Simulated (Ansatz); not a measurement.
C2H8AlClSi. Charge 0, multiplicity 1. The bonds changed during the relaxation, so this is another structure than the one it started from. Geometry: relaxed with PBE0-D4/def2-TZVP. It is one conformer, not always the lowest.

```xyz
13

Al    0.491    1.705    1.352
C    -0.324   -0.025    0.877
Cl    0.412   -0.321    2.634
C     0.237   -0.994   -0.106
Si   -0.443   -0.580   -1.819
H    -0.405    2.812    2.040
H     1.973    1.930    0.839
H    -1.388   -0.168    1.062
H    -0.010   -2.038    0.121
H     1.327   -0.914   -0.172
H     0.082   -1.559   -2.806
H    -0.023    0.792   -2.210
H    -1.929   -0.641   -1.813
```

Question: What is the dipole moment at ωB97M-V/def2-TZVPP? (Best estimate.)

Answer: Computed: 1.89 D, with components (-0.66, -1.39, -1.09) D in this frame, pointing from negative to positive charge.

Question: And with PBE, r2SCAN, B3LYP? (An estimate is asked.)

Answer: Ansatz gave: PBE 1.92 D, r2SCAN 1.98 D, B3LYP 1.91 D.

Question: Give the Mulliken charges with ωB97M-V, PBE, r2SCAN in def2-TZVPP. (Estimate.)

Answer: The calculation gave: 
```json
{"atom": "Al1", "ωB97M-V": "0.36", "PBE": "0.33", "r2SCAN": "0.46"}
{"atom": "C2", "ωB97M-V": "-0.25", "PBE": "-0.14", "r2SCAN": "-0.13"}
{"atom": "Cl3", "ωB97M-V": "-0.11", "PBE": "-0.12", "r2SCAN": "-0.16"}
{"atom": "C4", "ωB97M-V": "-0.31", "PBE": "-0.21", "r2SCAN": "-0.19"}
{"atom": "Si5", "ωB97M-V": "0.17", "PBE": "0.19", "r2SCAN": "0.28"}
{"atom": "H6", "ωB97M-V": "-0.12", "PBE": "-0.13", "r2SCAN": "-0.17"}
{"atom": "H7", "ωB97M-V": "-0.12", "PBE": "-0.14", "r2SCAN": "-0.17"}
{"atom": "H8", "ωB97M-V": "0.18", "PBE": "0.15", "r2SCAN": "0.12"}
{"atom": "H9", "ωB97M-V": "0.14", "PBE": "0.10", "r2SCAN": "0.08"}
{"atom": "H10", "ωB97M-V": "0.13", "PBE": "0.11", "r2SCAN": "0.08"}
{"atom": "H11", "ωB97M-V": "-0.02", "PBE": "-0.05", "r2SCAN": "-0.06"}
{"atom": "H12", "ωB97M-V": "-0.02", "PBE": "-0.05", "r2SCAN": "-0.07"}
{"atom": "H13", "ωB97M-V": "-0.02", "PBE": "-0.05", "r2SCAN": "-0.06"}
```

B3LYP here is the variant with VWN-RPA as its local correlation; programs differ in this.
